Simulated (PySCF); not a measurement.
# SbO⁺ at PBE0

Level: PBE0. basis Sb def2-TZVPPD with ECP28, O def2-TZVPPD; scalar-relativistic core potentials; PySCF 2.14.

| Property | Result |
| --- | --- |
| state | ¹Σ⁺ (singlet), closed shell |
| bond length | 1.753 Å |
| harmonic wavenumber | 998 cm⁻¹ |
| force constant | 8.28 mdyn/Å |
| rotational constant Be | 0.3885 cm⁻¹ |
| anharmonicity ωexe | 3.41 cm⁻¹ |
| vibration–rotation constant αe | 0.00191 cm⁻¹ |
| well depth De to Sb⁺ + O | 4.95 eV |
| dissociation energy D0 | 4.89 eV |
| HOMO–LUMO gap | 6.08 eV |
| bond order (Mayer) | 2.21 |
| dipole moment (positive dipole points towards O; it is taken about the centre of mass and depends on that origin) | -3.50 D |

These are scalar-relativistic numbers at best; spin–orbit coupling would shift them, the dissociation energy most. For an ion De counts to the pair picked by the measured ionisation energies or electron affinities, which need not be the lowest pair at this level.
